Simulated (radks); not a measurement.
The mean radii <r> (bohr) of the occupied orbitals of an atom or ion are listed with their occupations. All-electron calculation, Dirac Kohn-Sham, PBE, spin-unpolarised, spherical densities, finite nucleus; Fermi nuclear charge, rms radius of each element as measured or else 0.836 A^(1/3) + 0.57 fm. Program: a radial shooting solver on a logarithmic mesh with Libxc functionals.

| orbital | occ. | <r> |
|---|---|---|
| 1s1/2 | 2 | 0.04549 |
| 2s1/2 | 2 | 0.2025 |
| 2p1/2 | 2 | 0.1746 |
| 2p3/2 | 4 | 0.1783 |
| 3s1/2 | 2 | 0.5976 |
| 3p1/2 | 2 | 0.6088 |
| 3p3/2 | 4 | 0.6192 |
| 3d3/2 | 4 | 0.6642 |
| 3d5/2 | 6 | 0.6685 |
| 4s1/2 | 1 | 1.676 |

Name the element and its charge. Open shells, if any, are shared by 2j + 1.

Answer. Z = 33, arsenic, charge +4: As4+ in [Ar] 3d10 4s1. The 1s radius gives Z: for a bare nucleus <r> = (2 gamma + 1)/(2Z) with gamma = sqrt(1 - (Z/c)^2), 0.04456 bohr for Z = 33, and screening makes it slightly larger (0.04549 here). The occupations add up to 29, and the charge is Z minus that.
